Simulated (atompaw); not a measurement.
# PBE PAW (atompaw) dataset for Cr, scalar-relativistic all-electron reference.

chromium, PAW, made with atompaw 4.2.0.5 (PBE, scalar-relativistic). Core [Ar], reference 3d5 4s0.5 4p0 (charge +0.5). Waves: 4s (bound); 4s channel at 0.4 Ry; 4p (bound, empty); 4p channel at 1.1 Ry; 3d (bound); 3d channel at 3.05 Ry. Local part: ultrasoft scheme with l = 3 at 0 Ry, radius 2.80 bohr. Core correction: smooth core density matched at 2.45 bohr. Augmentation charge: besselshape compensation charge, radius 2.20 bohr; PAW radius 3.00 bohr; waves and projectors: bloechl.

All-electron outer shells of the reference configuration (PBE, scalar-relativistic, ld1.x):

| shell | level (eV) | outermost node (bohr) | outermost maximum (bohr) |
| --- | --- | --- | --- |
| 3p | -48.75 | 0.33 | 0.80 |
| 4s | -6.86 | 1.12 | 2.68 |
| 3d | -6.21 | – | 0.84 |
| 4p | -3.36 | 1.24 | 3.52 |

Question: Estimate the cutoffs (Ry, on a coarse ladder) from which the occupation-weighted sum of valence levels, in a spherical-Bessel basis at the reference potential, stays within 10 and 1 mRy of its value at 400 Ry.

Answer: 18 Ry and 25 Ry.

Question: Does the potential have ghost states?

Answer: No extra level below or beside the all-electron valence levels (s, p, d, f tested). The logarithmic derivative shows an extra or strongly shifted pseudo pole above the reference energy (p near 0.66 Ry).

Question: Is the overlap operator S = 1 + Σ q|β⟩⟨β| positive definite (Bessel basis up to 400 Ry)?

Answer: Barely: its lowest eigenvalue is 0.018 (s channel).

Question: Which valence shell sets the plane-wave cutoff?

Answer: 3d: its level needs 21 Ry to come within 1 mRy, against 6 Ry for 4s.
